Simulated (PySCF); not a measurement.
# NMR parameters from quadrupole coupling constants

Species: C4H7O3 (charge -1).
Z-matrix (Å and degrees, GFN2-xTB geometry), rows numbered from 1:
```
C 
C   1  1.5227
C   2  1.5359  1  111.25
O   3  1.3901  2  112.59  1   -60.14
C   4  1.4800  3  116.09  2   -85.61
O   5  1.2220  4  115.66  3    -2.94
O   5  1.2177  4  111.56  3   177.25
H   1  1.0871  2  108.71  3    52.63
H   1  1.0900  2  111.31  3   172.82
H   1  1.0900  2  110.55  3   -66.27
H   2  1.0951  1  110.65  3   121.56
H   2  1.0909  1  109.81  3  -118.57
H   3  1.1008  2  109.89  1    59.20
H   3  1.1010  2  108.41  1   178.33
```

Computed at B3LYP/pcJ-1 (PySCF, non-relativistic):

| atom | environment | nucleus | spin I | Q (b) | CQ = χzz (MHz) | η |
| --- | --- | --- | --- | --- | --- | --- |
| O4 | oxygen singly bound to a carbonyl carbon | 17O | 5/2 | -0.0256 | -10.847 | 0.626 |
| O6 | oxygen bonded to C | 17O | 5/2 | -0.0256 | 7.401 | 0.631 |
| O7 | oxygen bonded to C | 17O | 5/2 | -0.0256 | 7.905 | 0.540 |

Task: Which field gradients stand behind these couplings (CQ in MHz = 234.96 × Q in b × Vzz in au)?

Result: The tensor is traceless, so η fixes the two smaller values:

| atom | Vxx (au) | Vyy (au) | Vzz (au) | Vzz (10²¹ V/m²) |
| --- | --- | --- | --- | --- |
| O4 | -0.337 | -1.466 | 1.803 | 17.52 |
| O6 | 0.227 | 1.004 | -1.230 | -11.96 |
| O7 | 0.302 | 1.012 | -1.314 | -12.77 |

Task: PQ = |CQ|√(1 + η²/3), νQ = 3|CQ|/[2I(2I − 1)], ν0 = |g|·7.62259 MHz/T·B with g(17O) = −0.75752: values at 16.45 T?

Result: 
```tsv
atom	PQ (MHz)	νQ (MHz)	ν0 (MHz)	νQ/ν0
O4	11.53	1.627	94.99	0.017
O6	7.878	1.110	94.99	0.012
O7	8.280	1.186	94.99	0.012
```

For O4: PQ = 10.85 × 1.0634, νQ = 10.85 × 0.1500, ν0 = 5.7742 MHz/T × 16.45 T.

Task: Second-order quadrupolar shift of the central transition's centre of gravity (half-integer spins, νQ < ν0/10) at 16.45 and 18.8 T.

Result: δ = −(3/40)(PQ/ν0)² [I(I + 1) − 3/4]/[I²(2I − 1)²], in ppm:

```csv
site,16.45 T,18.8 T
17O at O4,-88.5,-67.7
17O at O6,-41.3,-31.6
17O at O7,-45.6,-34.9
```

Task: In the extreme-narrowing limit, with isotropic tumbling and one correlation time, the quadrupolar linewidth goes as PQ². What relative widths follow for the 17O sites?

Result: O4 1, O7 0.52, O6 0.47, with O4 as 1.

Isolated species at its GFN2-xTB geometry (one conformer only). The pcJ-1 basis has no diffuse functions, a weakness for an anion. GFN2-xTB bond lengths can be off by several hundredths of an ångström, more for odd bonds, and the gradients follow them. The basis is small and wasn't made for field gradients, so the couplings can be 20 % off.

The run behind these numbers computed spin–spin couplings as well. Time: 28 s of wall time. Hardware: one thread of an x86-64 server, on a shared host.
